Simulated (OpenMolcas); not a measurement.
Rh3+ (d6) among equal point charges was computed by CASSCF with the d shell active (OpenMolcas, ANO-RCC-VTZP on the metal). Its lowest spin-free states, and all those of the highest spin:

```tsv
2S+1	Degeneracy	E (cm-1)
5	1	0.0
5	2	285.0
5	2	2412
3	2	19592
3	2	20068
3	1	20263
3	1	20264
3	2	20439
3	1	20538
3	2	20538
3	2	22387
3	1	22814
```

Task: Is the site octahedral, tetrahedral or cube-like, axial, or of lower symmetry?

Result: The states with 2S+1 = 5 have orbital degeneracies 1, 2, 2. There are pairs but no triples, so the site is axial: not cubic, but with a proper or improper axis of order three or more. The run had Rh3+ among 3 point charges of -0.5 e arranged as a planar triangle (D3h), 2.2 Å from the ion.

Spin-orbit coupling mixes the spin-free states strongly: the lowest level takes only 58 % from its leading state, 5A1. Without dynamic correlation the repulsion within the d shell is too large (B by tens of per cent), so at a given field states of lower spin stand too high. Point charges give a weaker field than real ligands, and real ions of this kind are as a rule low spin; the high spin found here belongs to the model. The ground term spreads over less than 5000 cm-1, several times less than with real ligands, so orbital moments are less quenched and χT lies further from the spin-only value than at real sites. This is an electrostatic model: the charges have no orbitals. No measured value stands beside these numbers.
